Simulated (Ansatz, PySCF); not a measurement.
Species: AlH (charge -1, doublet). 
Coordinates optimised at B3LYP-D3(BJ)/def2-TZVP (Ansatz, a program for electronic structure):
```xyz
2

Al     0.0000     0.0000    -0.1223
H      0.0000     0.0000     1.5896
```
Charge -1, spin multiplicity 2.

Total electronic energies in hartree. Correlated levels leave the core frozen unless marked. Open shells are spin-unrestricted. Spin-orbit coupling is left out. No relativistic terms. 

The Hartree-Fock reference is unstable (checked in the largest basis), which strains HF and MP2. 

```tsv
level	program	energy (Eh)
HF/def2-TZVPD	PySCF	[?]
BLYP-D3(BJ)/def2-TZVPD	Ansatz + dftd3	-242.98326
CAM-B3LYP-D3(BJ)/def2-TZVPD	Ansatz + dftd3	-242.98272
B2GP-PLYP/def2-TZVPD	Ansatz	-242.81385
B2PLYP-D4/def2-TZVPD	Ansatz + dftd4	-242.85736
RPA@PBE/cc-pV(T+d)Z	Ansatz	[?]
RI-MP2/def2-TZVPPD	Ansatz	-242.51122
CCSD/STO-3G	Ansatz	-239.16741
CCSD/6-31G	Ansatz	[?]
CCSD/aug-cc-pV(T+d)Z	Ansatz	-242.55019
CCSD/def2-TZVPP	Ansatz	-242.53403
CCSD/cc-pV(Q+d)Z	Ansatz	-242.54932
CCSD(T)/STO-3G	Ansatz	-239.16741
CCSD(T)/6-31G*	Ansatz	-242.48262
```

Complete the blanks.


- HF/def2-TZVPD, energy (Eh): -242.44390
- RPA@PBE/cc-pV(T+d)Z, energy (Eh): -242.61036
- CCSD/6-31G, energy (Eh): -242.45231
